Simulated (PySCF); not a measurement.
Job file and geometry (Å, from GFN2-xTB) of an NMR shielding run on `C=C(C#N)[SiH2][CH2][Al@@H-]([CH3])[NH3+]`, C$_{5}$H$_{13}$AlN$_{2}$Si, PySCF, GIAO PBE0/pcSseg-1 NMR shielding, non-relativistic, gas phase; density fitting, a coarse starting grid and PySCF grid level 2 are the driver's defaults:

```
$ OMP_NUM_THREADS=1 python probes_run.py task.json out

{"job": {"kind": "nmr", "xc": "PBE0", "basis": "pcSseg-1"}, "charge": 0, "multiplicity": 1}
C      4.117079    -0.526219    -0.315310
C      3.095197     0.242730     0.056338
C      3.220969     1.102791     1.158681
N      3.251296     1.814844     2.060340
Si     1.380880     0.253931    -0.790752
C      0.035074     0.101329     0.524685
Al    -1.771064     0.295550    -0.334392
C     -2.610742    -1.229998    -1.306975
N     -2.969604     0.437120     1.357588
H      5.070188    -0.517352     0.193523
H      4.027157    -1.195743    -1.154442
H      1.307847     1.513068    -1.544052
H      1.418090    -0.876541    -1.730507
H      0.181439    -0.850114     1.052520
H      0.222647     0.886870     1.269198
H     -2.091563     1.747454    -0.816911
H     -1.941666    -1.627643    -2.078167
H     -3.523369    -0.934903    -1.837801
H     -2.885867    -2.091170    -0.686188
H     -2.677699     1.262123     1.875009
H     -3.932474     0.575053     1.064020
H     -2.934224    -0.363791     1.982746
```

Task: What does the program print?

Result: 
```
coarse grid: 18864 points
cycle   1  E = -838.9617818513  dE =  6.162e-01  |g| = 6.743e-01  |ddm| = 4.177e+00
cycle   2  E = -838.8311788431  dE =  1.306e-01  |g| = 1.011e+00  |ddm| = 1.481e+00
cycle   3  E = -839.0631233466  dE = -2.319e-01  |g| = 2.834e-01  |ddm| = 1.001e+00
cycle   4  E = -839.0805572475  dE = -1.743e-02  |g| = 5.706e-02  |ddm| = 2.316e-01
cycle   5  E = -839.0812771485  dE = -7.199e-04  |g| = 1.578e-02  |ddm| = 6.349e-02
cycle   6  E = -839.0813379188  dE = -6.077e-05  |g| = 5.075e-03  |ddm| = 1.850e-02
cycle   7  E = -839.0813443686  dE = -6.450e-06  |g| = 1.656e-03  |ddm| = 5.863e-03
final grid: 171680 points
cycle   8  E = -839.1282520603  dE = -2.937e-05  |g| = 9.605e-03  |ddm| = 2.538e-02
cycle   9  E = -839.1282376661  dE =  1.439e-05  |g| = 1.235e-02  |ddm| = 1.686e-02
cycle  10  E = -839.1282738296  dE = -3.616e-05  |g| = 1.453e-03  |ddm| = 9.671e-03
cycle  11  E = -839.1282743760  dE = -5.463e-07  |g| = 3.486e-04  |ddm| = 1.599e-03
cycle  12  E = -839.1282744026  dE = -2.662e-08  |g| = 1.155e-04  |ddm| = 3.246e-04
cycle  13  E = -839.1282744043  dE = -1.743e-09  |g| = 7.312e-05  |ddm| = 1.248e-04
cycle  14  E = -839.1282744054  dE = -1.091e-09  |g| = 1.705e-05  |ddm| = 5.834e-05
cycle  15  E = -839.1282744055  dE = -6.889e-11  |g| = 3.787e-06  |ddm| = 1.675e-05
converged SCF energy = -839.1282744055

GIAO shielding tensors (ppm)
atom      isotropic    diamagn.    paramagn.     s11        s22        s33       span
  0 C       35.266     246.384    -211.119    -94.673     40.916    159.555    254.228
  1 C       54.551     263.867    -209.315    -64.414     59.290    168.778    233.191
  2 C       62.219     260.191    -197.972    -59.409    -48.049    294.115    353.523
  3 N      -54.228     341.766    -395.994   -185.398   -183.343    206.057    391.455
  4 Si     382.348     883.993    -501.645    331.807    391.495    423.743     91.935
  5 C      194.353     262.591     -68.238    188.226    191.723    203.110     14.884
  6 Al     397.873     798.582    -400.709    371.520    385.887    436.211     64.691
  7 C      198.749     252.158     -53.409    195.960    198.347    201.938      5.979
  8 N      230.701     318.556     -87.855    221.664    231.978    238.462     16.798
  9 H       24.958      25.442      -0.483     20.655     24.413     29.808      9.154
 10 H       25.192      30.022      -4.830     21.250     24.412     29.914      8.664
 11 H       27.040      31.547      -4.507     23.476     26.239     31.403      7.927
 12 H       27.312      33.367      -6.055     23.146     27.218     31.571      8.424
 13 H       32.179      36.991      -4.811     27.566     30.585     38.387     10.821
 14 H       31.722      37.675      -5.953     25.581     30.988     38.596     13.015
 15 H       27.505      32.203      -4.698     24.593     25.855     32.069      7.476
 16 H       32.127      32.410      -0.283     27.034     30.105     39.242     12.208
 17 H       32.145      29.715       2.430     27.823     28.660     39.952     12.130
 18 H       32.445      31.812       0.634     28.460     29.730     39.146     10.686
 19 H       29.503      31.010      -1.507     23.325     26.154     39.030     15.705
 20 H       29.650      27.985       1.665     23.481     25.673     39.797     16.317
 21 H       29.745      31.017      -1.272     24.513     25.923     38.798     14.285
```

Size and cost of the density-fitted run: 232 basis functions, 82 s wall time on 1 thread of an Arm Neoverse V1, shared host; peak memory 1.1 GiB.
